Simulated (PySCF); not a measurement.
PW91 on S (sulfur, neutral), [Ne] 3s2 3p3 3d1, high-spin 5D determinant (an excited configuration). Computed with PySCF 2.14 in aug-cc-pVQZ-DK (7s6p4d3f2g, 84 functions), with the spin-free X2C one-electron Hamiltonian (Gaussian nucleus).

```
cycle= 1 E= -398.88215145789  delta_E= -0.00584  |g|= 0.031  |ddm|= 0.983
cycle= 2 E= -398.882287518315  delta_E= -0.000136  |g|= 0.00741  |ddm|= 0.193
cycle= 3 E= -398.882316689701  delta_E= -2.92e-05  |g|= 0.00288  |ddm|= 0.0379
cycle= 4 E= -398.882321239849  delta_E= -4.55e-06  |g|= 5.39e-05  |ddm|= 0.0132
cycle= 5 E= -398.882321241886  delta_E= -2.04e-09  |g|= 7.29e-06  |ddm|= 0.00025
cycle= 6 E= -398.882321241927  delta_E= -4.17e-11  |g|= 6.26e-07  |ddm|= 2.69e-05
converged SCF energy = -398.882321241927  <S^2> = 6.0004406  2S+1 = 5.0001762
```

Highest occupied orbital energy: 0.689 eV; ⟨L²⟩ = 6.01; populations by l: s 6.00, p 9.00, d 1.00, f 0.00.

(1) Can this result be used?

## Answers

(1) Not for this state. Self-consistency was reached. The outer electron is Rydberg-like, and this basis confines it to a smaller radius and binds it less than a complete one would. At PW91 the highest occupied level has a positive energy, so only the finite basis holds that electron; for this excited configuration the basis is too tight for the outer shell.
